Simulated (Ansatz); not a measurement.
What each rung costs, and what it gives

Saddle point of CH$_{7}$ClGe, singlet (CH₆Ge ([CH3][GeH3]) + HCl → GeH₃Cl ([Cl][GeH3]) + CH₄; bonds formed: Ge1–Cl7, C2–H6; bonds broken: Ge1–C2, H6–Cl7), PBE0-D4/def2-TZVP structure:

Ge1  (-0.401, 0.402, -1.000)
C2  (0.376, -0.808, 0.728)
H3  (-1.840, 0.858, -0.816)
H4  (0.664, 1.269, -1.655)
H5  (-0.421, -0.969, -1.733)
H6  (0.199, 0.422, 0.803)
Cl7  (-0.019, 2.190, 1.013)
H8  (-0.478, -1.482, 0.727)
H9  (1.219, -1.202, 0.163)
H10  (0.701, -0.680, 1.769)
(Å)

Barriers are electronic and count from the start structure reached by relaxing down the imaginary mode.

Ansatz 0.2.0; basis: as named in each row; cores frozen in the correlated methods. Filled d shells of the heavier atoms are correlated. The def2 sets are not built for correlating such inner shells, so the correlated values are less sure here. B3LYP uses VWN-RPA correlation. Extrapolation: Hartree–Fock as exp(−7.88 √X), correlation as X^−2.97.

Times are rough, for one single point on 3 threads of a shared host (Intel Xeon).

The estimate by CCSD(T) at an estimated basis limit (MP2 extrapolated from triple and quadruple zeta, plus CCSD(T) − MP2 in triple zeta) is 183.2 kJ/mol.

| method | basis | time (s) | barrier (kJ/mol) | method less estimate |
| --- | --- | --- | --- | --- |
| HF | STO-3G | under 1 | 322.4 | 139.2 |
| SPW92 | def2-SVP | under 1 | 135.3 | -47.9 |
| PBE-D4 | STO-3G | under 1 | 230.3 | 47.1 |
| B3LYP-D4 | 6-31G | 1 | 157.9 | -25.3 |
| PBE-D4 | def2-SVP | 1 | 156.2 | -27.0 |
| SPW92 | def2-TZVPP | 2 | 133.3 | -49.9 |
| PBE0-D4 | def2-SVP | 2 | 170.5 | -12.7 |
| BLYP-D4 | def2-TZVPP | 2 | 165.2 | -18.0 |
| PBE-D4 | def2-TZVPP | 2 | 152.8 | -30.4 |
| B3LYP-D4 | def2-TZVPP | 3 | 174.7 | -8.5 |
| BHLYP-D4 | def2-TZVPP | 3 | 187.4 | 4.3 |
| PBE0-D4 | def2-TZVPP | 3 | 165.3 | -17.9 |
| r2SCAN-D4 | def2-TZVPP | 3 | 160.4 | -22.8 |
| CAM-B3LYP-D4 | def2-TZVPP | 4 | 183.3 | 0.1 |
| r2SCAN0-D4 | def2-TZVPP | 4 | 169.5 | -13.7 |
| wB97M-V | def2-SVP | 4 | 182.3 | -0.9 |
| CCSD(T) | def2-SVP | 6 | 215.7 | 32.5 |
| RPA on PBE | def2-TZVPP | 6 | 195.9 | 12.7 |
| B97M-V | def2-TZVPP | 6 | 175.3 | -7.9 |
| B2PLYP | def2-TZVPP | 6 | 183.6 | 0.4 |
| PBE-QIDH | def2-TZVPP | 6 | 177.7 | -5.5 |
| wB97X-V | def2-TZVPP | 7 | 182.1 | -1.1 |
| wB97M-V | def2-TZVPP | 8 | 176.7 | -6.4 |
| MP2 | def2-QZVPP | 21 | 179.0 | -4.2 |
| CCSD(T) | def2-TZVPP | 51 | 192.2 | 9.0 |

All methods are single points on the PBE0-D4 structures.

T1 diagnostic: at most 0.011.

Labels in which every atom is bracketed show which atoms are joined, not bond orders.
